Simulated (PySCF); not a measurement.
An EPR job on `O=S1(=O)[CH]CCCC1` [radical].

Computed with UKS B3LYP, pcH-1 on C H O S, non-relativistic, mean-field spin-orbit, GIAO (PySCF 2.14.0). Geometry: GFN2-xTB. A driver script takes a list of jobs; this job's settings line and coordinates (Å) are shown.

Command:
```bash
OMP_NUM_THREADS=1 python probes_run.py task.json out
```

Input:
```
{"job": {"kind": "epr", "basis": "pcH-1"}, "charge": 0, "multiplicity": 2}
O     -0.008153     1.627981     1.745473
S      0.280059     1.655323     0.336460
O      0.798837     2.868981    -0.232057
C     -1.082102     1.062510    -0.578807
C     -1.545060    -0.249912    -0.119015
C     -0.445840    -1.325048    -0.330281
C      0.812389    -0.995471     0.464097
C      1.466920     0.287509     0.001985
H     -1.157080     1.385820    -1.599682
H     -2.451728    -0.557477    -0.643356
H     -1.743966    -0.189463     0.953922
H     -0.211434    -1.393490    -1.394779
H     -0.842460    -2.288585    -0.005927
H      1.521979    -1.823155     0.371261
H      0.558066    -0.883385     1.520080
H      2.366192     0.522591     0.564464
H      1.676384     0.307301    -1.063747
```

**Question.** Give the output.

**Answer.** 
```
UKS, coarse grid
  cycle   1  E = -744.20334334  |g| = 8.99e-01
  cycle   2  E = -742.69862230  |g| = 2.05e+00
  cycle   3  E = -744.42086244  |g| = 3.53e-01
  cycle   4  E = -744.48458158  |g| = 7.98e-02
  cycle   5  E = -744.48740686  |g| = 2.09e-02
  cycle   6  E = -744.48751270  |g| = 1.73e-02
  cycle   7  E = -744.48762062  |g| = 5.47e-03
  cycle   8  E = -744.48763323  |g| = 2.09e-03
  cycle   9  E = -744.48763590  |g| = 6.89e-04
UKS, final grid
  cycle   1  E = -744.48768739  |g| = 8.84e-04
  cycle   2  E = -744.48768693  |g| = 1.39e-03
  cycle   3  E = -744.48768776  |g| = 2.15e-04
  cycle   4  E = -744.48768778  |g| = 4.93e-05
  cycle   5  E = -744.48768778  |g| = 2.58e-05
E = -744.48768778 Eh   <S^2> = 0.7538 (exact 0.7500)
g shifts (ppm)      1          2          3
  rmc          -145       -145       -145
  gc             17         23          9
  oz_so        -148        438        900
  total        -277        316        764
hyperfine (MHz)  atom isotope    a_iso     a_fc   dipolar eigenvalues
    0   17O      -0.63      -0.63     -3.98      1.83      2.15
    1   33S     -14.62     -14.65     -1.18      0.08      1.11
    2   17O      -0.88      -0.87     -3.61      0.74      2.87
    3   13C     148.65     148.76    -76.62    -74.88    151.50
    4   13C     -27.01     -27.02     -3.56     -0.44      3.99
    5   13C      59.37      59.37     -7.88     -7.60     15.48
    6   13C      -3.31      -3.31     -0.77     -0.49      1.26
    7   13C      14.43      14.44     -4.20     -3.86      8.06
    8    1H     -49.82     -49.83    -35.83     -1.88     37.72
    9    1H      19.33      19.33     -4.70     -4.16      8.87
   10    1H      53.04      53.04     -5.21     -4.59      9.79
   11    1H      -5.02      -5.02     -5.51     -1.87      7.38
   12    1H      13.51      13.51     -4.24     -1.70      5.94
   13    1H      12.71      12.71     -1.62     -0.94      2.56
   14    1H       1.66       1.66     -1.92     -1.43      3.35
   15    1H      28.04      28.04     -3.07     -0.91      3.98
   16    1H       1.04       1.04     -4.19     -1.57      5.76
```

rmc, gc and oz_so are the mass-correction, gauge-correction and orbital-Zeeman/spin–orbit parts of the g shift along its three principal axes; a_iso is the isotropic hyperfine coupling and a_fc its Fermi-contact part. The program numbers atoms from 0.

**Question.** Get g_iso from the total shifts.

**Answer.** Their mean is 268 ppm; added to g_e = 2.002319 it gives 2.00259.

**Question.** How far is ⟨S²⟩ from the pure-spin value?

**Answer.** S = 0.5 gives S(S+1) = 0.75; the run has 0.7538, 0.0038 more.

Summary of the converged run: ⟨S²⟩ 0.754; g_iso 2.0026.

One conformer (not necessarily the lowest) at the GFN2-xTB geometry, without solvent, vibrations or thermal averaging.

**Question.** Estimate the wall time. Hardware: Arm Neoverse V1, one thread, no GPU, shared host with 64 logical CPUs at a one-minute load of 31. And the peak memory of the process?

**Answer.** About 1.9 min (density and orbital grids were written too), with 0.97 GiB resident at the peak, the Python interpreter and its libraries included.
Labels such as C1 count atoms from 1, the log's own numbers from 0.
